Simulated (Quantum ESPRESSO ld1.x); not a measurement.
Pm XXXI, 31 electrons, occupied as [Ar] 3d10 4s2 4p1. All-electron calculation, Dirac Kohn-Sham, PBE, spin-unpolarised, spherical densities, point nucleus; open shells are shared between the two j in proportion to 2j + 1. Program: ld1.x of Quantum ESPRESSO 7.5.

Normalised radial functions P(r) = r R(r) (large component), r in bohr:

r,3d3/2,4d5/2
0.002032,0.0002,0.0000
0.002983,0.0004,0.0002
0.004379,0.0012,0.0005
0.006481,0.0032,0.0014
0.009515,0.0085,0.0041
0.01397,0.0229,0.0118
0.02051,0.0600,0.0325
0.03035,0.1535,0.0858
0.04456,0.3581,0.2042
0.06542,0.7506,0.4296
0.09682,1.3628,0.7589
0.1421,1.9673,0.9828
0.2087,2.1151,0.6832
0.3064,1.5177,-0.3707
0.4534,0.6041,-1.4508
0.6657,0.1074,-1.2976
0.9774,0.0057,-0.4163
1.446,0.0000,-0.0332
2.124,0.0000,-0.0004

3d3/2: eigenvalue -2061.3 eV, 0 radial nodes, <r> = 0.228 bohr, 90 % of the charge inside 0.354 bohr. 4d5/2 (empty): eigenvalue -987.77 eV, 1 radial node at r = 0.273 bohr, <r> = 0.541 bohr, 90 % of the charge inside 0.787 bohr.
